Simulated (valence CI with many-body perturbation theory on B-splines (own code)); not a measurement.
**Hg74+: key properties**

Level of theory: valence CI with perturbative core correlation (CI+MBPT): four valence electrons over a frozen Dirac-Fock core [He], a basis of 9 s, 9 p, 8 d, 6 f, 3 g, 1 h functions for each j, with the one-electron correlation potential Σ1 (screened to all orders), the two-electron term Σ2, the three-electron term Σ3, Breit, model QED; selected single and double excitations, second order for the rest, scaled by the run's own slope (own B-spline code, finite nucleus).

No measured spectrum was set against this ion. As an estimate, large intervals hold to a few tenths of a per cent, small ones and those within an open d or f shell to about a per cent.

Levels are named by their leading jj configuration (3d3/2^4 stands for four electrons in 3d with j = 3/2), which in mixed levels can hold well under half, so a name can repeat and another be missing.

Rates and lifetimes use the calculated energies. Strong lines usually hold to 10 to 20 %, long lifetimes can be off by a factor of two.

Problem. What is the ground level?

Solution. (2s^2 2p1/2^2) J=0, composition 68 % 2s2 2p2 3P + 32 % 2s2 2p2 1S.

Problem. Among levels below 1019.1 Ry, which E1 lines absorb most strongly from the ground level?

Solution. to (2s^2 2p1/2 3d3/2) J=1 at 0.09280 nm, f = 1.06; to (2s 2p1/2^2 2p3/2) J=1 at 0.5008 nm, f = 0.307; to (2s 2p1/2^2 3p1/2) J=1 at 0.09566 nm, f = 0.307.

Problem. Where does the other parity begin?

Solution. At (2s 2p1/2^2 2p3/2) J=2, 174.8 Ry.

Problem. What are the static dipole polarisabilities of the lowest levels?

Solution. (2s^2 2p1/2^2) J=0 4.70e-05 bohr³, of which the core gives 1.49e-07.

Problem. What is the ionisation energy?

Solution. 22124 eV; NIST lists 22120 ± 90 eV (theoretical).
